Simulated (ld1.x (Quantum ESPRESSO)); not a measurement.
u(r) = r·R(r): atom against pseudo-atom (B)

Columns: radius, all-electron u(r) and pseudo u(r) of the 2p shell (level -13.46 eV) of boron in the configuration [He] 2s2 2p0; LDA (PZ), non-relativistic, TM scheme, ld1.x (Quantum ESPRESSO) 7.5.

```tsv
r (bohr)	all-electron	pseudo
0.088	0.0269	0.0128
0.175	0.0875	0.0496
0.262	0.1632	0.1073
0.350	0.2443	0.1820
0.438	0.3234	0.2669
0.525	0.3962	0.3541
0.612	0.4617	0.4381
0.700	0.5197	0.5146
0.788	0.5694	0.5788
0.875	0.6103	0.6285
0.962	0.6435	0.6648
1.050	0.6696	0.6894
1.138	0.6886	0.7042
1.225	0.7010	0.7116
1.312	0.7077	0.7137
1.400	0.7094	0.7121
1.487	0.7065	0.7073
1.575	0.6996	0.6997
1.662	0.6894	0.6894
1.750	0.6762	0.6762
1.838	0.6606	0.6606
1.925	0.6433	0.6433
2.012	0.6243	0.6243
2.100	0.6039	0.6039
2.188	0.5826	0.5826
2.275	0.5609	0.5609
```

Task: How many radial nodes do the two functions have?

Result: The all-electron 2p function has n − l − 1 = 0; the pseudo-wave has 0.

Task: At about which radius was the pseudo-wave matched?

Result: 1.75 bohr. The columns agree to 0.0005 from 1.57 bohr on; several derivatives are matched, so the curves merge somewhat inside the radius.

Task: Where does each function peak?

Result: Outermost all-electron maximum near 1.40 bohr, pseudo maximum near 1.31 bohr (to the table’s step).

Task: Is the pseudo-wave norm-conserving?

Result: Yes: the TM scheme keeps the norm inside the radius equal to the all-electron one, which fixes the energy derivative of the logarithmic derivative at the level.
